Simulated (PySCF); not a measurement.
Zn(Br)(OMe) (CH3BrOZn), SMILES C[O][Zn][Br].

The structure is a stationary point at PBE-D3(BJ)/def2-SVP. The structure was generated by enumeration; whether it is a known compound was not checked. The values are those of a single conformer.

All values below come from PySCF 2.14.0 with TDA-ωB97X/def2-SVPD.

Vertical excitations.  State labels are in the subgroup Cs.

| state | symmetry | energy (eV) | λ (nm) | f | main pairs |
|---|---|---|---|---|---|
| S1 | A" | 5.20 | 238 | 0.002 | HOMO→LUMO 93 % |
| S2 | A' | 5.94 | 209 | 0.051 | HOMO−1→LUMO 75 %, HOMO−2→LUMO 12 % |
| S3 | A" | 6.19 | 200 | 0.040 | HOMO−3→LUMO 93 % |
| S4 | A' | 6.21 | 200 | 0.054 | HOMO−2→LUMO 81 % |
| S5 | A" | 6.65 | 187 | 0.008 | HOMO→LUMO+1 92 % |
| S6 | A' | 7.02 | 177 | 0.078 | HOMO→LUMO+2 64 %, HOMO−1→LUMO+1 24 % |
| S7 | A" | 7.25 | 171 | 0.001 | HOMO−1→LUMO+2 95 % |
| S8 | A' | 7.30 | 170 | 0.028 | HOMO−1→LUMO+1 68 %, HOMO→LUMO+2 18 % |
| S9 | A" | 7.55 | 164 | 0.006 | HOMO−3→LUMO+1 92 % |
| S10 | A' | 7.58 | 164 | 0.003 | HOMO−2→LUMO+1 69 %, HOMO−3→LUMO+2 16 % |
| T1 | A" | 4.90 | 253 | 0 | HOMO→LUMO 91 % |
| T2 | A' | 5.33 | 233 | 0 | HOMO−1→LUMO 90 % |
| T3 | A' | 5.81 | 213 | 0 | HOMO−2→LUMO 92 % |
| T4 | A" | 5.85 | 212 | 0 | HOMO−3→LUMO 91 % |
Triplets are in the Tamm–Dancoff approximation.
